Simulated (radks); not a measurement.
Results of a calculation; reference values are marked as such.
Valence configurations of C+ (all share [He]). Level of theory: Dirac Kohn-Sham, PBEsol, spin-unpolarised, spherical densities, point nucleus; open shells fill j = l - 1/2 first (a radial shooting solver on a logarithmic mesh with Libxc functionals). Energies are relative to 2s2 2p1; eigenvalues in eV.

| valence | E (eV) | e(2p1/2) | e(2p3/2) | e(2s1/2) |
|---|---|---|---|---|
| 2s2 2p1 | 0.000 | -16.912 | - | -25.618 |
| 2p3 | 17.421 | -17.132 | -17.120 | - |
| 2s1.5 2p1.5 | 4.353 | -16.965 | - | -25.671 |
| 2s1 2p2 | 8.705 | -17.019 | - | -25.724 |
| 2s0.5 2p2.5 | 13.063 | -17.075 | -17.064 | -25.779 |

NIST lists [He] 2s2 2p1 as the ground configuration; this level of theory agrees among the configurations tried. The energies are those of spherical spin-averaged densities, not of single terms.
